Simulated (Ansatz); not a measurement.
C2H5ClSi2 (`C#C[SiH]([SiH3])Cl`). Charge 0, multiplicity 1. The geometry is a stationary point of PBE0-D4/def2-TZVP.

```xyz
10

C    -2.303    1.126   -0.945
C    -1.230    0.575   -0.936
Si    0.395   -0.234   -0.839
Si    1.091   -0.340    1.390
Cl    0.240   -2.151   -1.579
H    -3.252    1.611   -0.961
H     1.344    0.502   -1.708
H     2.412   -1.019    1.465
H     0.090   -1.105    2.176
H     1.211    1.037    1.938
```

Q: What is the dipole moment at B3LYP/def2-TZVPP? (An estimate is asked.)

A: Ansatz gave: 1.59 D, with components (-0.44, 1.35, 0.70) D in this frame, pointing from negative to positive charge.

Q: And with PBE, r2SCAN, ωB97M-V? (Best estimate.)

A: The calculation gave: PBE 1.50 D, r2SCAN 1.60 D, ωB97M-V 1.61 D.

Q: Give the Mulliken charges with B3LYP, r2SCAN, ωB97M-V in def2-TZVPP. (An estimate is asked.)

A: The calculation gave: 
```json
{"atom": "C1", "B3LYP": "0.02", "r2SCAN": "-0.09", "ωB97M-V": "-0.03"}
{"atom": "C2", "B3LYP": "-0.42", "r2SCAN": "-0.34", "ωB97M-V": "-0.38"}
{"atom": "Si3", "B3LYP": "0.45", "r2SCAN": "0.52", "ωB97M-V": "0.38"}
{"atom": "Si4", "B3LYP": "0.15", "r2SCAN": "0.17", "ωB97M-V": "0.04"}
{"atom": "Cl5", "B3LYP": "-0.24", "r2SCAN": "-0.24", "ωB97M-V": "-0.20"}
{"atom": "H6", "B3LYP": "0.25", "r2SCAN": "0.22", "ωB97M-V": "0.23"}
{"atom": "H7", "B3LYP": "-0.06", "r2SCAN": "-0.07", "ωB97M-V": "-0.02"}
{"atom": "H8", "B3LYP": "-0.05", "r2SCAN": "-0.05", "ωB97M-V": "-0.01"}
{"atom": "H9", "B3LYP": "-0.04", "r2SCAN": "-0.05", "ωB97M-V": "0.00"}
{"atom": "H10", "B3LYP": "-0.05", "r2SCAN": "-0.06", "ωB97M-V": "-0.01"}
```

B3LYP here is the variant with VWN-RPA as its local correlation; programs differ in this.
